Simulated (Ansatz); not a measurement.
The cluster Pt₄⁺ (the lowest doublet isomer of a short search), 4 atoms. Hardware: 4 threads of Arm Neoverse V1 on a shared host.

In the def2 sets Pt takes a core potential; there is no spin–orbit coupling. Correlated methods freeze no core orbitals; core or outer-core shells of Pt are correlated, in sets that lack core-valence functions.

(1) How many basis functions does each of these Ansatz runs have, and roughly what does it cost? PBE0-D4/def2-TZVP, charge 0 singlet at the geometry of the charge 1 doublet, energy, from earlier orbitals; RPA@PBE/def2-TZVP, charge 1 quartet, energy, from earlier orbitals; B2PLYP/def2-TZVP, charge 1 doublet, energy, from earlier orbitals; ωB97M-V/def2-TZVP, charge 1 doublet, energy, from earlier orbitals; B3LYP-D4/def2-SVP, charge 1 quartet, relaxation, 3 steps; B3LYP-D4/def2-SVP, charge 1 doublet, frequencies; B3LYP-D4/def2-SVP, charge 1 doublet, relaxation, 3 steps; PBE-D4/def2-TZVP, charge 0 singlet at the geometry of the charge 1 doublet, energy, from earlier orbitals; PBE0-D4/def2-TZVP, charge 0 triplet at the geometry of the charge 1 doublet, energy; PBE-D4/def2-TZVP, charge 1 doublet, energy, from earlier orbitals; ωB97M-V/def2-TZVP, charge 1 quartet, energy, from earlier orbitals; PBE-D4/def2-SVP, charge 1 doublet, energy, from earlier orbitals.

Results:

(1) Other jobs shared the machine, so times can vary by a factor of up to 3. A dash marks memory too small to be measured apart from the calling script's.

| run | functions | fitting or Cholesky vectors | wall time | peak host memory (GiB) |
| --- | --- | --- | --- | --- |
| PBE-D4/def2-TZVP, charge 0 singlet at the geometry of the charge 1 doublet, energy, from earlier orbitals | 160 | 1584 | 2.8 s | – |
| PBE0-D4/def2-TZVP, charge 0 singlet at the geometry of the charge 1 doublet, energy, from earlier orbitals | 160 | 1656 | 4.8 s | – |
| PBE-D4/def2-SVP, charge 1 doublet, energy, from earlier orbitals | 128 | 1332 | 5.5 s | – |
| PBE-D4/def2-TZVP, charge 1 doublet, energy, from earlier orbitals | 160 | 1584 | 7 s | – |
| RPA@PBE/def2-TZVP, charge 1 quartet, energy, from earlier orbitals | 160 | 1504 | 11 s | 0.61 |
| B3LYP-D4/def2-SVP, charge 1 quartet, relaxation, 3 steps | 128 | 1486 | 16 s | – |
| B3LYP-D4/def2-SVP, charge 1 doublet, relaxation, 3 steps | 128 | 1486 | 19 s | 0.56 |
| B2PLYP/def2-TZVP, charge 1 doublet, energy, from earlier orbitals | 160 | 1504 | 27 s | 0.73 |
| PBE0-D4/def2-TZVP, charge 0 triplet at the geometry of the charge 1 doublet, energy | 160 | 1656 | 28 s | 1.1 |
| ωB97M-V/def2-TZVP, charge 1 doublet, energy, from earlier orbitals | 160 | 1584 | 1.7 min | 1.4 |
| ωB97M-V/def2-TZVP, charge 1 quartet, energy, from earlier orbitals | 160 | 1584 | 1.8 min | 1.4 |
| B3LYP-D4/def2-SVP, charge 1 doublet, frequencies | 128 | 1485 | 2.1 min | 0.63 |
